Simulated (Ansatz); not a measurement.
`CB(Cl)/N=C\Cl` + H₂ → `CBCl` + `N=CCl`  (hydrogenolysis of a B–N bond)

Program: Ansatz. Geometries: PBE0-D4/def2-TZVP. ΔE: electronic, gas phase. CBS: MP2 limit from def2 TZ/QZ plus the TZ coupled-cluster correction, frozen cores. This one scheme is used for every species. DFT in def2-TZVPP. B3LYP here is the variant with VWN-RPA as its local correlation; programs differ in this. One conformer a species, not always the lowest.

| level | ΔE (kJ/mol) | difference from CCSD(T)/CBS |
| --- | --- | --- |
| revPBE-D4 | 93.6 | 17.6 |
| B97M-V | 81.8 | 5.8 |
| B3LYP-D4 | 87.0 | 11.0 |
| r2SCANh-D4 | 86.4 | 10.4 |
| PBE-QIDH | 76.7 | 0.7 |
| PBE | 82.4 | 6.4 |
| r2SCANh | 83.7 | 7.7 |
| BHLYP | 67.8 | -8.2 |
| RPA@PBE/def2-TZVPP | 68.4 | -7.6 |
| MP2/def2-SVP | 91.5 | 15.5 |
| CCSD(T)/def2-SVP | 81.3 | 5.3 |
| HF/def2-TZVPP | 49.6 | -26.4 |
| MP2/def2-TZVPP | 85.2 | 9.2 |
| CCSD/def2-TZVPP | 67.9 | -8.1 |
| HF/def2-QZVPP | 49.2 | -26.8 |
| HF/CBS(def2) | 49.2 | -26.8 |
| CCSD(T)/CBS | 76.0 | 0 |

Largest T1 diagnostic among the species: 0.013.

Leaving LDA and LC-ωPBE aside and taking each functional with its dispersion term where it has one, the values, not all of them listed here, spread over 21.1 kJ/mol, from ωB97X-V to BLYP-D4. LDA lies +15.5 kJ/mol from PBE without D4. From PBE to PBE0 (25 % exact exchange), in def2-TZVPP and without D4, ΔE moves by −7.1 kJ/mol. At CCSD(T), def2-SVP lies +5.3 kJ/mol from the extrapolated value and def2-TZVPP −1.6 kJ/mol.

CCSD(T)/CBS has its own doubt, a few kJ/mol and more with outer-core shells, so smaller differences from it don't rank the levels.
